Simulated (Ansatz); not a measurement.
Ansatz (an electronic-structure program) input (HF/6-31G*):

Ansatz 0.2 input:
```yaml
crystal:
  periodic: [false, false, false]
  atoms:
    - {symbol: F, position_ang: [-1.18261100, -0.45587400, 0.19349100]}
    - {symbol: S, position_ang: [-0.00851800, 0.42106900, -0.24933400]}
    - {symbol: F, position_ang: [1.19770600, -0.43039300, 0.15520500]}
    - {symbol: H, position_ang: [0.00042300, 1.23930000, 0.85108000]}
basis:
  gaussian:
    orbitals: 6-31G*
hamiltonian:
  xc: {name: HF}
total_charge: 1
relax: {f_tol: 0.003, max_steps: 120}
```

Output:

```
Functional definition: HF
integrals: 0.01 GiB planned
488 factors; integrals over basis functions are off by at most 4.1e-4 eV
mean field: 0.09 GiB planned
mean field evaluation 1: about -16228.3593 eV, gradient 5.4e1 eV
mean field evaluation 2: about -16228.4223 eV, gradient 5.4e1 eV
mean field evaluation 4: about -16233.3332 eV, gradient 2.3e0 eV
mean field evaluation 8: about -16233.3662 eV, gradient 2.3e-1 eV
mean field -16233.36664890 eV, -596.5652209759 hartree, gradient 7.6e-6 eV, S^2 0.000000; 0 other end points of the search recorded, 0 dependent functions left out
the calculation of the forces begins
reference -16233.36664890 eV, -596.5652209759 hartree; 17, 17 occupied and 34, 34 virtual orbitals, 488 factors
relax step   1: F+E_penalty+E_count = -16233.36664890 eV  Δ(F+E_penalty+E_count) = +0.000e0 eV  max|allowed force component| = 1.306e0 eV/Å  Δτ_max = 0.0000 Å  (35 SCF iters, accepted)
these checks for a lower state are left out or cut short: starts, cluster_reference, orbital_swaps, neighbouring_geometries, increment
integrals: 0.01 GiB planned
488 factors; integrals over basis functions are off by at most 3.9e-4 eV
mean field: 0.09 GiB planned
mean field evaluation 16: about -16233.2932 eV, gradient 6.9e-3 eV
mean field -16233.39667032 eV, -596.5663242429 hartree, gradient 1.3e-5 eV, S^2 0.000000; 0 other end points of the search recorded, 0 dependent functions left out
the calculation of the forces begins
reference -16233.39667032 eV, -596.5663242429 hartree; 17, 17 occupied and 34, 34 virtual orbitals, 488 factors
relax step   2: F+E_penalty+E_count = -16233.39667032 eV  Δ(F+E_penalty+E_count) = -3.002e-2 eV  max|allowed force component| = 3.956e-1 eV/Å  Δτ_max = 0.0158 Å  (32 SCF iters, accepted)
these checks for a lower state are left out or cut short: starts, cluster_reference, orbital_swaps, neighbouring_geometries, increment
integrals: 0.01 GiB planned
488 factors; integrals over basis functions are off by at most 3.8e-4 eV
mean field: 0.09 GiB planned
mean field -16233.40167370 eV, -596.5665081136 hartree, gradient 1.4e-5 eV, S^2 0.000000; 0 other end points of the search recorded, 0 dependent functions left out
the calculation of the forces begins
reference -16233.40167370 eV, -596.5665081136 hartree; 17, 17 occupied and 34, 34 virtual orbitals, 488 factors
relax step   3: F+E_penalty+E_count = -16233.40167370 eV  Δ(F+E_penalty+E_count) = -5.003e-3 eV  max|allowed force component| = 4.534e-2 eV/Å  Δτ_max = 0.0099 Å  (27 SCF iters, accepted)
these checks for a lower state are left out or cut short: starts, cluster_reference, orbital_swaps, neighbouring_geometries, increment
integrals: 0.01 GiB planned
488 factors; integrals over basis functions are off by at most 3.8e-4 eV
mean field: 0.09 GiB planned
mean field evaluation 32: about -16233.4018 eV, gradient 7.1e-5 eV
mean field -16233.40183110 eV, -596.5665138981 hartree, gradient 2.0e-5 eV, S^2 0.000000; 0 other end points of the search recorded, 0 dependent functions left out
the calculation of the forces begins
reference -16233.40183110 eV, -596.5665138981 hartree; 17, 17 occupied and 34, 34 virtual orbitals, 488 factors
relax step   4: F+E_penalty+E_count = -16233.40183110 eV  Δ(F+E_penalty+E_count) = -1.574e-4 eV  max|allowed force component| = 2.253e-2 eV/Å  Δτ_max = 0.0022 Å  (25 SCF iters, accepted)
these checks for a lower state are left out or cut short: starts, cluster_reference, orbital_swaps, neighbouring_geometries, increment
integrals: 0.01 GiB planned
488 factors; integrals over basis functions are off by at most 3.8e-4 eV
mean field: 0.09 GiB planned
mean field -16233.40188146 eV, -596.5665157488 hartree, gradient 1.7e-5 eV, S^2 0.000000; 0 other end points of the search recorded, 0 dependent functions left out
the calculation of the forces begins
reference -16233.40188146 eV, -596.5665157488 hartree; 17, 17 occupied and 34, 34 virtual orbitals, 488 factors
relax step   5: F+E_penalty+E_count = -16233.40188146 eV  Δ(F+E_penalty+E_count) = -5.036e-5 eV  max|allowed force component| = 1.510e-2 eV/Å  Δτ_max = 0.0015 Å  (25 SCF iters, accepted)
these checks for a lower state are left out or cut short: starts, cluster_reference, orbital_swaps, neighbouring_geometries, increment
integrals: 0.01 GiB planned
488 factors; integrals over basis functions are off by at most 3.8e-4 eV
mean field: 0.09 GiB planned
mean field -16233.40188489 eV, -596.5665158749 hartree, gradient 7.8e-5 eV, S^2 0.000000; 0 other end points of the search recorded, 0 dependent functions left out
the calculation of the forces begins
reference -16233.40188489 eV, -596.5665158749 hartree; 17, 17 occupied and 34, 34 virtual orbitals, 488 factors
relax step   6: F+E_penalty+E_count = -16233.40188489 eV  Δ(F+E_penalty+E_count) = -3.430e-6 eV  max|allowed force component| = 3.272e-3 eV/Å  Δτ_max = 0.0004 Å  (21 SCF iters, accepted)
these checks for a lower state are left out or cut short: starts, cluster_reference, orbital_swaps, neighbouring_geometries, increment
integrals: 0.01 GiB planned
488 factors; integrals over basis functions are off by at most 3.8e-4 eV
mean field: 0.09 GiB planned
mean field -16233.40188516 eV, -596.5665158845 hartree, gradient 3.3e-5 eV, S^2 0.000000; 0 other end points of the search recorded, 0 dependent functions left out
the calculation of the forces begins
reference -16233.40188516 eV, -596.5665158845 hartree; 17, 17 occupied and 34, 34 virtual orbitals, 488 factors
relax step   7: F+E_penalty+E_count = -16233.40188516 eV  Δ(F+E_penalty+E_count) = -2.615e-7 eV  max|allowed force component| = 1.477e-3 eV/Å  Δτ_max = 0.0001 Å  (20 SCF iters, accepted)
integrals: 0.01 GiB planned
488 factors; integrals over basis functions are off by at most 3.8e-4 eV
mean field: 0.09 GiB planned
mean field evaluation 64: about -16233.4019 eV, gradient 4.3e-4 eV
mean field -16233.40188516 eV, -596.5665158845 hartree, gradient 3.3e-5 eV, S^2 0.000000; 1 other end points of the search recorded, 0 dependent functions left out
the calculation of the forces begins
reference -16233.40188516 eV, -596.5665158845 hartree; 17, 17 occupied and 34, 34 virtual orbitals, 488 factors
Total energy: -16233.40188516 eV, -596.5665158845 hartree
Atom 0 at    -1.164316    -0.455924     0.193464 Å, force     0.000478     0.000476     0.000238 eV/Å
Atom 1 at    -0.008397     0.434483    -0.232865 Å, force    -0.000014    -0.000908    -0.001477 eV/Å
Atom 2 at     1.179425    -0.430834     0.155766 Å, force    -0.000480     0.000466     0.000253 eV/Å
Atom 3 at     0.000288     1.226377     0.834077 Å, force     0.000016    -0.000034     0.000986 eV/Å
Dipole moment:    -0.007754     0.694859    -0.019649 e Å
```

The dipole moment of an ion depends on the origin.

The geometry given is a B3LYP-D3(BJ)/def2-TZVP minimum.
